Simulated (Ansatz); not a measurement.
The cluster Cu₂Se⁺. Charge 1, multiplicity 2. Geometry PBE0-D4/def2-TZVP, that of the neutral singlet; atoms count from 1.

```tsv
atom	x (Å)	y (Å)	z (Å)
Cu1	0.732	1.234	0.129
Cu2	-0.386	-0.748	-1.169
Se3	-0.347	-0.485	1.040
```

The structure comes from a short search, and lower isomers may exist.

Question: Estimate the Mulliken populations from the PBE0/def2-TZVP orbitals of Ansatz.

Answer: 
```tsv
atom	charge (e)	spin (α − β)	d electrons
Cu1	0.47	0.02	9.84
Cu2	0.47	0.02	9.84
Se3	0.05	0.95	–
```
Mulliken values depend strongly on the basis.

Question: Where does the spin sit?

Answer: Summed by element: Cu 0.05, Se 0.95, of 1 unpaired in all. Largest on single atoms: Se3 0.95, Cu1 0.02, Cu2 0.02.

Question: And the Mayer bond orders between heavy atoms (over 0.3)?

Answer: Cu1–Se3 1.00 (2.22 Å); Cu2–Se3 1.00 (2.22 Å).
